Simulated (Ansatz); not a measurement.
Start from `NCB(N)O` and change one atom or group to get `C=NB(N)O`.

Ansatz, PBE0-D4/def2-TZVP geometries, multiplicity 1. Each molecule was computed in one conformer, which needn't be the lowest.

```
                                        property  `NCB(N)O`
size of the dipole moment (B3LYP/def2-TZVPP) / D       2.42
              LUMO energy (PBE0/def2-TZVPP) / eV       0.77
             HOMO–LUMO gap (PBE/def2-TZVPP) / eV       5.59
               LUMO energy (PBE/def2-TZVPP) / eV      -0.03
               HOMO energy (PBE/def2-TZVPP) / eV      -5.62
         HOMO–LUMO gap (ωB97M-V/def2-TZVPP) / eV      11.58
```

Give the same properties after the change, and the shifts. (Estimate.)

The calculation gave: 
```csv
property,`C=NB(N)O`,shift
size of the dipole moment (B3LYP/def2-TZVPP) / D,2.61,0.19
LUMO energy (PBE0/def2-TZVPP) / eV,-0.38,-1.15
HOMO–LUMO gap (PBE/def2-TZVPP) / eV,3.88,-1.71
LUMO energy (PBE/def2-TZVPP) / eV,-1.54,-1.51
HOMO energy (PBE/def2-TZVPP) / eV,-5.42,0.20
HOMO–LUMO gap (ωB97M-V/def2-TZVPP) / eV,11.05,-0.53
```

With PBE0 the HOMO rises by 0.25 eV and the LUMO falls by 1.15 eV, so the gap narrows by about 1.40 eV. PBE moves the HOMO by 0.20 eV and ωB97M-V by 0.31 eV. Dipoles are sizes alone; their direction can turn.

B3LYP here is the variant with VWN-RPA as its local correlation; programs differ in this.
